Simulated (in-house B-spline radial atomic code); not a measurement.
Whole-atom quantities along the 51-electron series, configuration [Kr] 4d10 5s2 5p3. Breit and QED terms are first order and not part of the total energy; the density at the nucleus is averaged over the nuclear charge. Computed with a B-spline radial code for spherical atoms: Dirac-Hartree-Fock, average of the configuration, finite nuclei.

```csv
ion,Z,E/Z² (Eh),Σ<r²> (bohr²),n(0)/Z³ (bohr⁻³),Lamb diamagnetic shielding (ppm),repulsion over attraction,Breit energy (eV),self-energy (eV),vacuum polarisation (eV),Dirac less non-relativistic energy (Eh)
Sb,51,-2.4915,62.767,1.5091,5478.25,0.15378,127.62,97.466,-12.623,-167.09
Te+,52,?,?,?,?,?,?,?,?,?
I2+,53,-2.5328,42.243,1.5977,5779.51,0.15069,145.68,111.76,-14.91,-197.81
Xe3+,54,?,?,?,?,?,?,?,?,?
Cs4+,55,-2.5729,32.488,1.6953,6082.83,0.14731,165.48,127.59,-17.527,-232.81
Ba5+,56,-2.5925,29.126,1.747,6235.6,0.14557,176.06,136.12,-18.972,-252.05
La6+,57,-2.6117,26.365,1.8021,6389.23,0.14381,187.12,145.07,-20.515,-272.52
Ce7+,58,-2.6307,24.046,1.8595,6543.79,0.14204,198.66,154.47,-22.161,-294.28
```

Question: Fill in the row of Te+.

Answer: E/Z² (Eh): -2.5123; Σ<r²> (bohr²): 50.056; n(0)/Z³ (bohr⁻³): 1.551; Lamb diamagnetic shielding (ppm): 5628.72; repulsion over attraction: 0.1523; Breit energy (eV): 136.44; self-energy (eV): 104.43; vacuum polarisation (eV): -13.727; Dirac less non-relativistic energy (Eh): -181.94.

Question: Fill in the row of Xe3+.

Answer: E/Z² (Eh): -2.553; Σ<r²> (bohr²): 36.707; n(0)/Z³ (bohr⁻³): 1.6449; Lamb diamagnetic shielding (ppm): 5930.83; repulsion over attraction: 0.14902; Breit energy (eV): 155.36; self-energy (eV): 119.48; vacuum polarisation (eV): -16.175; Dirac less non-relativistic energy (Eh): -214.75.

Question: With what power of Z does the column «vacuum polarisation (eV)» change over this range?

Answer: A fit of the logarithm of its size against log Z from Z = 51 to 58 has slope 4.38.
